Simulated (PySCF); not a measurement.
## Potential energy of IF⁺ along the bond

Set-up: I cc-pVDZ-PP with ECP28, F cc-pVDZ; scalar-relativistic core potentials (PySCF 2.14). Energies in eV from I⁺ + F in their ground configurations at the same level. State: ²Π (doublet), unpaired electrons π ↑.

| R (Å) | TPSS |
| --- | --- |
| 1.631 | -1.041 |
| 1.706 | -2.020 |
| 1.782 | -2.569 |
| 1.839 | -2.777 |
| 1.896 | -2.858 |
| 1.953 | -2.841 |
| 2.029 | -2.712 |
| 2.123 | -2.438 |
| 2.237 | -2.023 |
| 2.389 | -1.427 |

Put a parabola through the three lowest points of the TPSS curve and estimate Re, k and ωe (reduced mass 16.52 u; 1 eV/Å² = 0.16022 mdyn/Å; ωe = 1302.8·√(k/μ) cm⁻¹).

Through R = 1.839, 1.896, 1.953 Å the second-order coefficient is 15.1 eV/Å², so Re ≈ 1.915 Å, k ≈ 4.83 mdyn/Å and ωe ≈ 705 cm⁻¹. A polynomial fit of higher order to the unrounded TPSS energies gives Re = 1.913 Å, k = 4.35 mdyn/Å, ωe = 669 cm⁻¹; anharmonicity and rounding make the difference.

The higher-order fit for each curve: TPSS: Re = 1.913 Å, ωe = 669 cm⁻¹, De = 2.86 eV.

Spin–orbit coupling is left out, which matters for elements this heavy, above all for dissociation energies. For an ion De counts to the pair picked by the measured ionisation energies or electron affinities, which need not be the lowest pair at this level. The state is the lowest determinant that a PBE0 search found; another state may lie lower at other levels.
